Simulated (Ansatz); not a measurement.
C2H9BOSi, SMILES `BC(O)[SiH2]C` from Hartree–Fock to CCSD(T)

```xyz
14

B    -1.093   -1.038   -0.974
C    -1.217    0.361   -0.402
O    -0.920    1.438   -1.272
Si    0.143    0.265    0.980
C     1.791   -0.344    0.351
H    -0.530   -1.246   -2.007
H    -1.478   -1.952   -0.301
H    -2.137    0.518    0.182
H    -0.877    2.250   -0.759
H     0.262    1.688    1.416
H    -0.342   -0.543    2.130
H     2.075    0.205   -0.550
H     1.754   -1.407    0.104
H     2.570   -0.196    1.103
```

The species carries charge 0 and has multiplicity 1. The structure was optimised at the PBE0-D4/def2-TZVP level. It is one conformer, not always the lowest. Frozen core, restricted reference, the Gaussian-basis code of Ansatz. CBS rows extrapolate triple and quadruple zeta; past MP2 they add the triple-zeta difference.

```json
{"basis": "def2-TZVPP", "HF (Eh)": "?", "MP2 corr.": "-0.82383", "CCSD corr.": "-0.88008", "(T)": "?", "CCSD(T) total": "?"}
{"basis": "def2-QZVPP", "HF (Eh)": "?", "MP2 corr.": "-0.88126", "CCSD corr.": "–", "(T)": "–", "CCSD(T) total": "–"}
{"basis": "CBS(def2)", "HF (Eh)": "-469.53336", "MP2 corr.": "-0.92380", "CCSD corr.": "?", "(T)": "as TZ", "CCSD(T) total": "?"}
```

Problem. Fill in the withheld values. (Best estimate.)

Solution. Ansatz gave: def2-TZVPP HF (Eh): -469.51324; def2-TZVPP (T): -0.03330; def2-TZVPP CCSD(T) total: -470.42662; def2-QZVPP HF (Eh): -469.53093; CBS(def2) CCSD corr.: -0.98005; CBS(def2) CCSD(T) total: -470.54671.
